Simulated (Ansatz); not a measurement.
Geometry optimisation, RHF/def2-SVP in Ansatz.

Input:

```yaml
crystal:
  periodic: [false, false, false]
  atoms:
    - { symbol: Zn, position_ang: [0.412917, 0.081789, -0.090863] }
    - { symbol: Cl, position_ang: [0.487415, -0.044011, 2.12019] }
    - { symbol: Cl, position_ang: [0.742869, 0.097427, -2.198489] }
    - { symbol: O, position_ang: [-2.43884, -0.01069, 0.750101] }
    - { symbol: H, position_ang: [-3.092505, -0.692837, 0.716131] }
    - { symbol: H, position_ang: [-2.040456, -0.061379, 1.634229] }
basis:
  gaussian: { orbitals: def2-SVP }
hamiltonian:
  xc: hf
relax:
  f_tol: 0.03
  max_steps: 50
```

Launched with:

```bash
$ ansatz run input.yaml --threads 1 --pin off --max-ram 2048MiB --backend cpu --events-out ev --progress --plain --runs-dir out
```

Problem. Where does it end, and by what steps?

Solution. It converged. After 10 steps the energy has fallen by 0.528 eV; H5 moved furthest, 0.86 Å. Joined: Zn1–O4 (2.97 → 2.12 Å).

```csv
step,energy less start (eV),largest force component (eV/Å),accepted
0,0.0000,1.107,yes
1,-0.1099,1.780,yes
2,-0.2890,1.331,yes
3,-0.4169,0.951,yes
4,-0.4549,1.222,yes
5,-0.5027,0.670,yes
6,-0.5149,0.240,yes
7,-0.5268,0.053,yes
8,-0.5273,0.041,yes
9,-0.5275,0.066,yes
10,-0.5276,0.003,yes
```

```xyz
6
Properties=species:S:1:pos:R:3
Zn 0.066 0.016 0.257
Cl 0.946 0.152 2.237
Cl 0.083 -0.018 -1.914
O -1.989 -0.220 0.705
H -2.684 -0.312 0.066
H -2.351 -0.248 1.580
```

Time of the run: 32 s on 1 thread of Intel(R) Xeon(R) Platinum 8259CL CPU @ 2.50GHz (Skylake/Cascade Lake), with other jobs on the host, peak memory 0.2 GiB.
